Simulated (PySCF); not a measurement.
Several structures and their simulated spectra, in scrambled order.

A. SMILES CC(C)(C)[SiH2]N([SiH3])[SiH3]
B. SMILES C=C[C@@H]([C@H](C)O[SiH3])C(F)(F)F
C. SMILES CO[P@@]1(=O)OCC[C@H](C)O1
D. SMILES CC(=O)NC1CC1

Spectrum 1. $^{13}$C{$^{1}$H} NMR (computed): δ 168.4 (C), 25.0 (CH), 24.5 (CH3), 7.3 (CH2).

Spectrum 2. $^{13}$C{$^{1}$H} NMR (computed): δ 140.3 (CH), 136.2 (C), 128.6 (CH2), 77.3 (CH), 56.9 (CH), 23.2 (CH3).

Spectrum 3. $^{13}$C{$^{1}$H} NMR (computed): δ 27.5 (CH3), 23.8 (C).

Spectrum 4. $^{13}$C{$^{1}$H} NMR (computed): δ 76.1 (CH), 69.4 (CH2), 54.1 (CH3), 37.7 (CH2), 25.3 (CH3).

Method: GFN2-xTB structure, spin–spin couplings from B3LYP/pcJ-1 (spin–dipole term left out of most H,H and C,H couplings), PBE0/pcSseg-1 with gauge-including orbitals, in PySCF (no relativistic terms, equivalent nuclei averaged, a single conformation, gas phase).

Chemical shifts δ = σref − σ; TMS for $^{13}$C, all at this level. Splittings of carbon signals by F and P are missing where no couplings were computed. Acid and N–H amide carbonyl carbons lie up to 10 ppm further downfield in solution (hydrogen bonding). Shifts are as computed. Against solution values, carbons near 30 ppm lie about +3 ppm off and those near 130 ppm about +5 ppm. Of 1211 compounds with measured shifts, 218 miss one by over three times the rms of a fit or turn the order of signals round; such compounds aren't used in these exercises.

Question: Which spectrum belongs to which compound?

Answer: 1–D, 2–B, 3–A, 4–C.

- Spectrum 1 (D): 4 $^{13}$C signals; δC 168.4 is an amide carbonyl carbon; δC 25.0 is a three-membered-ring carbon.
- Spectrum 2 (B): 6 $^{13}$C signals; δC 140.3 is an alkene CH; δC 136.2 is a CF3 carbon.
- Spectrum 3 (A): 2 $^{13}$C signals; δC 27.5 is a methyl carbon; δC 23.8 is a fully substituted sp3 carbon bonded to Si.
- Spectrum 4 (C): 5 $^{13}$C signals; δC 76.1 is an sp3 CH bonded to O; δC 69.4 is an sp3 CH2 bonded to O.
